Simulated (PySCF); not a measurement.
Calculated elemental compositions, with the atomic weights C 12.011, O 15.999, Si 28.085, H 1.008, Cl 35.450.

**Question.** A compound of molar mass 92.24 g/mol holds 13.02 % carbon, 60.89 % silicon, 8.74 % hydrogen and 17.34 % oxygen by mass. What is its formula?

**Answer.** Dividing out the atomic weights: C 1.00, Si 2.00, H 8.00, O 1.00. So CH8OSi2. One species with this formula is `CO[SiH2][SiH3]`.

**Question.** A compound of molar mass 84.16 g/mol holds 14.37 % hydrogen and 85.63 % carbon by mass. What is its formula?

**Answer.** Per cent/100 × molar mass / atomic weight: H 12.00, C 6.00. So C6H12, 6 times the empirical formula CH2. One species with this formula is `CC/C=C/CC`.

**Question.** A compound of molar mass 215.50 g/mol holds 7.42 % oxygen, 49.35 % chlorine, 4.21 % hydrogen and 39.02 % carbon by mass. What is its formula?

**Answer.** Atoms of each element: O 1.00, Cl 3.00, H 9.00, C 7.00. So C7H9Cl3O. One species with this formula is `C=CC/C(=C/C(Cl)(Cl)Cl)OC`.
